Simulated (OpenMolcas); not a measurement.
## Cu5+, Ag5+, Au5+: d6 down the group

- Program: OpenMolcas 26.06
- Method: SS-CASPT2, IPEA 0.25 Eh, imaginary shift 0.1 Eh
- Basis: ANO-RCC-VTZP
- Scalar Hamiltonian: DKH2, point nucleus
- Spin-orbit coupling: RASSI with atomic mean-field integrals over the reference wave functions, term energies averaged over their components

Active space for each ion: 6 electrons in 5 orbitals (d); closed shells correlated by CASPT2: Cu5+ 3s 3p; Ag5+ 4s 4p; Au5+ 5s 5p.

Computed levels in cm-1 above 5D4:

| Level | Cu5+ | Ag5+ | Au5+ |
| --- | --- | --- | --- |
| 5D3 | 1148 | 2570 | 9990 |
| 5D1 | 2400 | 4780 | 13820 |
| 5D0 | 2640 | 5200 | 13400 |
| 3H6 | 31080 | 22760 | 25530 |
| 3H5 | 31570 | 23050 | 40870 |
| 3P1(1) | 32820 | 28830 | 50150 |
| 3P0(1) | 34040 | 29550 | 73820 |
| 3F2(1) | 34130 | 26450 | 30690 |
| 3G5 | 38020 | 29050 | 24910 |
| weight of 5D in the lowest level (%) | 100 | 97 | 75 |

Mixed levels, with the weight of the term that names them: Ag5+ 3H5 (73 %), Ag5+ 3P0(1) (75 %), Ag5+ 3G5 (73 %), Au5+ 5D4 (75 %), Au5+ 5D0 (67 %), Au5+ 3H5 (53 %), Au5+ 3P1(1) (66 %), Au5+ 3P0(1) (51 %), Au5+ 3F2(1) (59 %), Au5+ 3G5 (53 %).

Measured, with the error of the calculation in %. Measured levels: Cu5+ from Sugar and Musgrove, J. Phys. Chem. Ref. Data 19, 527 (1990); Ag5+ from the list in Gamrath, thesis, University of Mons (2023).

| Level | Cu5+ | Ag5+ |
| --- | --- | --- |
| 5D3 | 1196 (-4.0) | 2692 (-4.6) |
| 5D1 | 2490 (-3.5) | 4941 (-3.3) |
| 5D0 | 2733 (-3.4) | 5380 (-3.3) |
| 3H6 | 30418 (+2.2) | 21512 (+5.8) |
| 3H5 | 31009 (+1.8) | 21812 (+5.7) |
| 3P1(1) | 32685 (+0.4) | 28232 (+2.1) |
| 3P0(1) | 33868 (+0.5) |  |
| 3F2(1) | 33740 (+1.2) | 25306 (+4.5) |
| 3G5 | 37378 (+1.7) | 27958 (+3.9) |

The fine-structure level 5D0 changes by a factor of 5.08 from Cu5+ to Au5+.

Without spin-orbit coupling 3H lies 30510, 21470, 19200 cm-1 above 5D in that order; the difference to the level 3H6, of either sign, comes from spin-orbit coupling, which also lowers the zero.

CASPT2 breaks the degeneracy within a term, and the mean is taken; among the terms shown or strongly mixed into the levels shown the widest spread is 190 cm-1 (5d6 1I, Au5+). Measured partners are found by configuration, term and J. A level has none where our copy of the source lacks it or the pairing is in doubt (some pairs that miss far off the trend of their configuration count as doubtful), and it then counts in no deviation. Only configurations of the active space appear.

A number in round brackets counts repeated terms of one configuration in the order of the reference energies.
